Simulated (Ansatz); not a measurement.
Total energies of dimethylphenylsulfonium dicyanamide (C10H11N3S) from Ansatz at PBE0-D4/def2-SVP, gas phase (1 Eh = 27.2114 eV = 2625.5 kJ/mol). The reference geometry is relaxed at PBE-D4/def2-SVP.

```json
{"state": "charge 0 singlet", "geometry": "reference", "energy (Eh)": "-948.73160"}
{"state": "charge 1 doublet", "geometry": "reference", "energy (Eh)": "-948.45198"}
{"state": "charge -1 doublet", "geometry": "reference", "energy (Eh)": "-948.74493"}
{"state": "charge -1 doublet", "geometry": "relaxed at PBE-D4/def2-SVP", "energy (Eh)": "-948.79381"}
{"state": "free C atom (triplet)", "geometry": "–", "energy (Eh)": "-37.76066"}
{"state": "free S atom (triplet)", "geometry": "–", "energy (Eh)": "-397.83788"}
{"state": "free H atom (doublet)", "geometry": "–", "energy (Eh)": "-0.50029"}
{"state": "free N atom (quartet)", "geometry": "–", "energy (Eh)": "-54.47898"}
```

(1) Work out the vertical ionisation energy to the doublet.

(2) Work out the vertical electron affinity, to the doublet.

(3) Give the fundamental gap IE − EA, the Mulliken electronegativity (IE + EA)/2 and the hardness (IE − EA)/2.

(4) How much does the charge -1 doublet relax, and what is the adiabatic electron affinity?

(5) What is the binding energy per atom against free atoms?

(1) E(charge 1 doublet) − E(charge 0 singlet) = -948.45198 − (-948.73160) = 0.27962 Eh = 7.61 eV. For comparison, −ε of the highest occupied level is 5.70 eV at this level, 1.91 eV less.

(2) E(charge 0 singlet) − E(charge -1 doublet) = -948.73160 − (-948.74493) = 0.01333 Eh = 0.36 eV. The basis lacks diffuse functions, which makes affinities too small.

(3) From the values in Eh: IE − EA = 0.27962 − 0.01333 = 0.26629 Eh = 7.25 eV; (IE + EA)/2 = 3.99 eV; (IE − EA)/2 = 3.62 eV. The HOMO–LUMO gap of the same run is 3.82 eV, 3.43 eV smaller than the fundamental gap.

(4) Relaxation: -948.74493 − (-948.79381) = 0.04888 Eh = 1.33 eV. Adiabatic electron affinity: 0.06221 Eh = 1.69 eV, without zero-point energy. Bonds change on the way (1 lost, 0 formed), so the relaxed form is another species. 

(5) Atoms: 10 × (-37.76066) + 1 × (-397.83788) + 11 × (-0.50029) + 3 × (-54.47898) = -944.38461 Eh. Binding: -944.38461 − (-948.73160) = 4.34699 Eh = 118.29 eV, or 4.73 eV for each of 25 atoms (no zero-point energy, no counterpoise term).

At PBE0-D4/def2-SVP the highest occupied level of the charge -1 doublet lies above zero (up to 1.24 eV). By energy differences its removal costs 0.36 eV (vertical, to the charge 0 singlet, at PBE0-D4/def2-SVP); self-interaction error and the lack of diffuse functions both raise the level.
